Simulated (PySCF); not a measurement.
Isomers of C5H12GeO2.

All values: B3LYP/def2-SVPD (PySCF) at PBE0-D3(BJ)/def2-SVP geometries, gas phase, one conformer each. Core orbitals are frozen in the response; Δα² is half the sum of the squared differences of the principal polarisabilities. The calculation is non-relativistic, for germanium too.

(1) Rank by polarisability anisotropy Δα, highest first.
A. `[CH3:1][CH:2]([CH3:3])[GeH:4]1[O:5][CH2:6][CH2:7][O:8]1` with C1–C2–Ge4–O5 -52°, C2–Ge4–O5–C6 130°, Ge4–O5–C6–C7 -32°, O5–C6–C7–O8 41°, C6–C7–O8–Ge4 -30°
B. `[CH3:1][CH2:2][C@@H:3]1[CH2:4][O:5][Ge@@H:6]([CH3:7])[O:8]1` with C1–C2–C3–C4 -73°, C2–C3–C4–O5 -82°, C3–C4–O5–Ge6 -31°, C4–O5–Ge6–C7 -102°, O5–Ge6–O8–C3 12°
C. `[CH3:1][CH2:2][C@@H:3]1[CH2:4][O:5][Ge@H:6]([CH3:7])[O:8]1` with C1–C2–C3–C4 -74°, C2–C3–C4–O5 -81°, C3–C4–O5–Ge6 -34°, C4–O5–Ge6–C7 133°, O5–Ge6–O8–C3 8°

(2) Rank by dipole moment, lowest first.
A. `[CH3:1][CH2:2][C@@H:3]1[CH2:4][O:5][Ge@@H:6]([CH3:7])[O:8]1` with C1–C2–C3–C4 -73°, C2–C3–C4–O5 -82°, C3–C4–O5–Ge6 -31°, C4–O5–Ge6–C7 -102°, O5–Ge6–O8–C3 12°
B. `[CH3:1][CH:2]([CH3:3])[GeH:4]1[O:5][CH2:6][CH2:7][O:8]1` with C1–C2–Ge4–O5 -52°, C2–Ge4–O5–C6 130°, Ge4–O5–C6–C7 -32°, O5–C6–C7–O8 41°, C6–C7–O8–Ge4 -30°
C. `[CH3:1][CH2:2][C@@H:3]1[CH2:4][O:5][Ge@H:6]([CH3:7])[O:8]1` with C1–C2–C3–C4 -74°, C2–C3–C4–O5 -81°, C3–C4–O5–Ge6 -34°, C4–O5–Ge6–C7 133°, O5–Ge6–O8–C3 8°
D. `[CH3:1][CH2:2][O:3][GeH2:4][O:5][CH:6]1[CH2:7][CH2:8]1` with C1–C2–O3–Ge4 -176°, C2–O3–Ge4–O5 -59°, O3–Ge4–O5–C6 168°, Ge4–O5–C6–C7 78°

Results:

(1) B (4.69 Å³), C (3.99 Å³), A (3.77 Å³).

(2) A (0.71 D), C (0.88 D), B (1.06 D), D (1.59 D).

All values together:

```json
{"SMILES": "CC[C@@H]1C[O][Ge@H]([CH3])[O]1", "μ (D)": "0.88", "HOMO (eV)": "-7.30", "LUMO (eV)": "0.20", "α (Å³)": "14.03", "Δα (Å³)": "3.99", "ΔSCF removal energy (eV)": "9.35"}
{"SMILES": "CC[C@@H]1C[O][Ge@@H]([CH3])[O]1", "μ (D)": "0.71", "HOMO (eV)": "-7.30", "LUMO (eV)": "0.21", "α (Å³)": "14.06", "Δα (Å³)": "4.69", "ΔSCF removal energy (eV)": "9.35"}
{"SMILES": "C[CH](C)[GeH]1[O]CC[O]1", "μ (D)": "1.06", "HOMO (eV)": "-7.30", "LUMO (eV)": "0.04", "α (Å³)": "14.09", "Δα (Å³)": "3.77", "ΔSCF removal energy (eV)": "9.27"}
{"SMILES": "CC[O][GeH2][O]C1CC1", "μ (D)": "1.59", "HOMO (eV)": "-7.20", "LUMO (eV)": "0.17", "α (Å³)": "14.57", "Δα (Å³)": "4.18", "ΔSCF removal energy (eV)": "9.15"}
```

Conformers: `[CH3:1][CH2:2][C@@H:3]1[CH2:4][O:5][Ge@H:6]([CH3:7])[O:8]1` with C1–C2–C3–C4 -74°, C2–C3–C4–O5 -81°, C3–C4–O5–Ge6 -34°, C4–O5–Ge6–C7 133°, O5–Ge6–O8–C3 8°; `[CH3:1][CH2:2][C@@H:3]1[CH2:4][O:5][Ge@@H:6]([CH3:7])[O:8]1` with C1–C2–C3–C4 -73°, C2–C3–C4–O5 -82°, C3–C4–O5–Ge6 -31°, C4–O5–Ge6–C7 -102°, O5–Ge6–O8–C3 12°; `[CH3:1][CH:2]([CH3:3])[GeH:4]1[O:5][CH2:6][CH2:7][O:8]1` with C1–C2–Ge4–O5 -52°, C2–Ge4–O5–C6 130°, Ge4–O5–C6–C7 -32°, O5–C6–C7–O8 41°, C6–C7–O8–Ge4 -30°; `[CH3:1][CH2:2][O:3][GeH2:4][O:5][CH:6]1[CH2:7][CH2:8]1` with C1–C2–O3–Ge4 -176°, C2–O3–Ge4–O5 -59°, O3–Ge4–O5–C6 168°, Ge4–O5–C6–C7 78°.
